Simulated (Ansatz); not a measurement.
ITl (SMILES [I][Tl]), singlet, geometry from GFN2-xTB (such geometries of metal compounds can be far from the true shape) (core potentials on I, Tl); PBE/def2-SVPD (Ansatz, a quantum-chemistry and plane-wave program).

Input for Ansatz:
Ansatz 0.2 input:
```yaml
crystal:
  periodic: [false, false, false]
  atoms:
    - {symbol: Tl, position_ang: [-0.00000000, -0.00000000, -1.11644266]}
    - {symbol: I, position_ang: [0.00000000, 0.00000000, 1.70626142]}
basis:
  gaussian:
    orbitals: def2-SVPD
hamiltonian:
  xc: pbe
```

The log (banner, timings and long lists left out):

```
Functional definition: PBE
734 factors; their error is unknown
mean field evaluation 1: about -12797.2072 eV, gradient 1.4e1 eV
mean field evaluation 2: about -12781.9497 eV, gradient 6.3e1 eV
mean field evaluation 4: about -12798.1200 eV, gradient 2.3e0 eV
mean field evaluation 8: about -12798.1379 eV, gradient 1.5e-2 eV
mean field -12798.13785542 eV, -470.3228912973 hartree, gradient 2.1e-5 eV, S^2 0.000000; 0 other end points of the search recorded, 0 dependent functions left out
reference -12798.13789684 eV, -470.3228928193 hartree; 23, 23 occupied and 44, 44 virtual orbitals, 734 factors
Total energy: -12798.13789684 eV, -470.3228928193 hartree
```
